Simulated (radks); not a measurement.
Spin polarisation of the 5p5 shell in Ba3+. Start: [Kr] 4d10 5s2 5p(up 2.5, down 2.5); electrons of 5p are moved from spin down to spin up, other shells keep equal spins. All-electron calculation, scalar-relativistic Kohn-Sham, PBE, spin-polarised, spherical densities, point nucleus. Program: a radial shooting solver on a logarithmic mesh with Libxc functionals.

moment (Bohr magnetons) = 0: E - E(0) (eV) 0.000; e(5p up) (eV) -42.149; e(5p down) (eV) -42.149; 5s down minus up (eV) 0.000; 4d down minus up (eV) 0.000
moment (Bohr magnetons) = 0.25: E - E(0) (eV) -0.013; e(5p up) (eV) -42.255; e(5p down) (eV) -42.039; 5s down minus up (eV) 0.211; 4d down minus up (eV) 0.038
moment (Bohr magnetons) = 0.5: E - E(0) (eV) -0.054; e(5p up) (eV) -42.358; e(5p down) (eV) -41.926; 5s down minus up (eV) 0.421; 4d down minus up (eV) 0.077
moment (Bohr magnetons) = 0.75: E - E(0) (eV) -0.122; e(5p up) (eV) -42.459; e(5p down) (eV) -41.810; 5s down minus up (eV) 0.632; 4d down minus up (eV) 0.115
moment (Bohr magnetons) = 1: E - E(0) (eV) -0.216; e(5p up) (eV) -42.556; e(5p down) (eV) -41.690; 5s down minus up (eV) 0.844; 4d down minus up (eV) 0.153

At moment 1 the spin-polarisation energy is -0.216 eV and the 5p exchange splitting 0.866 eV, that is 0.866 eV per Bohr magneton; E = -I m^2/4 would give I = 0.865 eV.
